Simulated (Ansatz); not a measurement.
Molecule: Si6H14, charge 0, multiplicity 1. 
Coordinates optimised at B3LYP-D3(BJ)/def2-TZVP (Ansatz, a quantum-chemistry and plane-wave program):
```xyz
20

Si    -3.0968     0.7860     0.3065
Si    -1.5263    -0.5294     1.4449
Si    -0.3702    -1.8592    -0.1011
Si     0.4537    -0.4525    -1.7870
Si     1.4958     1.3755    -0.7539
Si     3.0471     0.5904     0.8176
H     -3.8414     1.6725     1.2335
H     -2.4015     1.6244    -0.6994
H     -4.0661    -0.0864    -0.4006
H     -2.2017    -1.3598     2.4750
H     -0.5539     0.3597     2.1300
H      0.7642    -2.5561     0.5572
H     -1.2857    -2.8836    -0.6662
H     -0.6721     0.0043    -2.6413
H      1.4320    -1.1699    -2.6443
H      0.4621     2.1810    -0.0549
H      2.1697     2.2482    -1.7494
H      4.0777    -0.2334     0.1394
H      3.7194     1.7065     1.5262
H      2.3522    -0.2579     1.8155
```

Property: atomisation energy (electronic, to ground-state atoms), in kcal/mol. Cores are frozen in the correlated levels unless marked. UHF or UKS for open shells. No spin-orbit coupling. Non-relativistic unless marked X2C. The coupled-cluster limit lacks core correlation, which all-electron functionals hold. CBS(X,Y): correlation extrapolated as X^-3; Hartree-Fock from the larger set. The bracket is a focal-point correction in the basis named.

| level | program | atomisation energy (kcal/mol) | minus last row |
|---|---|---|---|
| HF/aug-cc-pV(T+d)Z | Ansatz | 1061.3 | -329.5 |
| B97M-V/def2-TZVPD | Ansatz | 1397.6 | 6.8 |
| B3LYP-D4/def2-TZVPD | Ansatz + dftd4 | 1384.9 | -5.9 |
| B3LYP/def2-TZVPD | Ansatz | 1360.0 | -30.8 |
| PBE0-D3(BJ)/def2-TZVPD | Ansatz + dftd3 | 1371.6 | -19.2 |
| wB97M-V/def2-TZVPD | Ansatz | 1381.5 | -9.3 |
| B2GP-PLYP-D4/def2-TZVPD | Ansatz + dftd4 | 1358.0 | -32.8 |
| RPA@PBE/cc-pV(T+d)Z | Ansatz | 1304.5 | -86.3 |
| RI-MP2/CBS(cc-pV(T+d)Z,cc-pV(Q+d)Z) | Ansatz | 1367.9 | -22.9 |
| SCS-MP2/6-31G | Ansatz | 1065.8 | -325.0 |
| SCS-MP2/6-31G* | Ansatz | 1197.4 | -193.4 |
| CCSD/6-31G* | Ansatz | 1203.0 | -187.8 |
| CCSD/cc-pV(D+d)Z | Ansatz | 1271.1 | -119.7 |
| X2C-CCSD(T)/cc-pVTZ-DK | Ansatz | 1339.9 | -50.9 |
| RI-MP2/CBS(aug-cc-pV(T+d)Z,aug-cc-pV(Q+d)Z)+[CCSD(T)-MP2]/aug-cc-pV(T+d)Z | Ansatz | 1390.8 | 0.0 |
